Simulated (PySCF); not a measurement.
PySCF job for C6H5F, SMILES C=C=C(F)C#CC, PBE/pcSseg-1. Geometry optimised at B3LYP-D3(BJ)/def2-SVP. This is a generated structure with no PubChem entry under its InChIKey; it may be hypothetical.

```python
import numpy as np
from pyscf import gto, scf, dft
from pyscf.prop.nmr import rks as nmr

mol = gto.M(
    atom='''
    C    -2.76319814    0.68876365   -0.82325773
    C    -1.71947149    0.32475643   -0.12633366
    C    -0.64754284   -0.03929601    0.55254354
    F    -0.75416353   -0.37420414    1.86192352
    C     0.66636353   -0.11571069    0.01209563
    C     1.78888742   -0.18128087   -0.44893214
    C     3.13205304   -0.25900722   -1.00399189
    H    -3.37401159   -0.04208387   -1.36899292
    H    -3.07318841    1.73978516   -0.88888407
    H     3.54826045   -1.27481487   -0.90122785
    H     3.12762615   -0.00403994   -2.07636993
    H     3.81623606    0.43963893   -0.49457942
    ''',
    basis='pcSseg-1',
    charge=0,
    spin=0,
    max_memory=1600,
    verbose=3,
)
mf = dft.RKS(mol, xc='pbe')
mf.grids.level = 3
mf.conv_tol = 1e-10
mf.max_cycle = 100
mf.kernel()
n = nmr.NMR(mf)
n.verbose = 2
n.max_cycle_cphf = 60
sigma = n.kernel()
print('atom   isotropic/ppm   span/ppm')
for i, s in enumerate(sigma):
    w = np.linalg.eigvalsh((s + s.T) / 2)
    print(f'{mol.atom_symbol(i):2s}{i + 1:3d} {w.mean():14.3f} {w[2] - w[0]:11.3f}')
```

It prints:

```
converged SCF energy = -330.932067565538
atom   isotropic/ppm   span/ppm
C   1         83.312     155.521
C   2        -44.484      57.410
C   3         45.202      94.507
F   4        299.439      76.508
C   5        104.225     246.646
C   6         71.467     178.260
C   7        173.093      25.500
H   8         25.244       4.080
H   9         25.245       4.080
H  10         28.905      10.893
H  11         29.064      10.848
H  12         28.908      10.925
```

Self-consistency was reached.
